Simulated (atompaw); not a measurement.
**Before and after: PAW (atompaw) potential for As (Z = 33)**

atompaw 4.2.0.5 input, output lines left out:

```
As 33
GGA-PBE scalarrelativistic loggrid 1500 logderivrange -5 5 251
4 4 3 0 0 0
4 1 2.5
0 0 0
c
c
c
v
c
c
v
v
2
2.10 1.95 1.60 1.25
y
-0.05
n
y
4.55
n
y
-2.7
n
bloechl besselshape
bessel
```

All-electron outer shells of the reference configuration (PBE, scalar-relativistic, ld1.x):

```csv
shell,level (eV),outermost node (bohr),outermost maximum (bohr)
3p,-138.31,0.22,0.52
3d,-45.27,–,0.47
4s,-18.74,0.73,1.61
4p,-9.09,0.78,1.95
```

Change: wave 4s channel at -0.05 Ry becomes 4s channel at 3.62 Ry.

Cutoffs: the cutoffs (Ry, on a coarse ladder) from which the occupation-weighted sum of valence levels, in a spherical-Bessel basis at the reference potential, stays within 10 and 1 mRy of its value at 400 Ry; they do not see the model core or the augmentation charge, which bear on the density cutoff.

Problem. What does the change do?

Solution. The potential gets neither clearly harder nor softer (50 Ry and 70 Ry → 50 Ry and 70 Ry); the d channel sets the loose cutoff, while the largest relative change is in s, which becomes harder; neither file shows a bound ghost.

```csv
quantity,base,changed
"cutoff, loose",50 Ry,50 Ry
"cutoff, tight",70 Ry,70 Ry
loose cutoff by channel (10 mRy a level),"s 6 Ry, p 6 Ry, d 40 Ry","s 8 Ry, p 6 Ry, d 40 Ry"
bound ghosts,none,none
s: phases at 2.10 bohr within 0.05 rad from the reference energy up to (Ry; the scan ends near 5),3.9,to the end of the scan
p: phases at 2.10 bohr within 0.05 rad from the reference energy up to (Ry; the scan ends near 5),to the end of the scan,to the end of the scan
d: phases at 2.10 bohr within 0.05 rad from the reference energy up to (Ry; the scan ends near 5),0.5,0.5
lowest overlap eigenvalue by channel,"s 0.01, p 0.66, d 0.88","s 0.44, p 0.66, d 0.88"
```

 The cutoffs see the waves, projectors and local potential, not the compensation charge or the core.
